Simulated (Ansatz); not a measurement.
Ansatz (a program for electronic structure) input:

Ansatz 0.2 input:
```yaml
crystal:
  periodic: [false, false, false]
  atoms:
    - {symbol: Ge, position_ang: [-0.40156054, -0.21900472, 0.53569255]}
    - {symbol: O, position_ang: [0.86861211, -1.09542748, -0.19313958]}
    - {symbol: H, position_ang: [1.20364609, -1.99063320, -0.00916158]}
    - {symbol: O, position_ang: [-0.52011869, 1.31367979, -0.20650676]}
    - {symbol: H, position_ang: [-1.12732376, 2.05421428, -0.03264472]}
basis:
  gaussian:
    orbitals: def2-TZVP
hamiltonian:
  xc: b3lyp
  dispersion: d3bj
total_charge: 1
magnetization: {spin_polarized: true, initial_magnetization: 1}
relax: {f_tol: 0.002, max_steps: 150}
```

**Question.** What final total energy does it print?

**Answer.** -2228.48027 Eh (B3LYP-D3(BJ)/def2-TZVP). The basis has 122 functions.
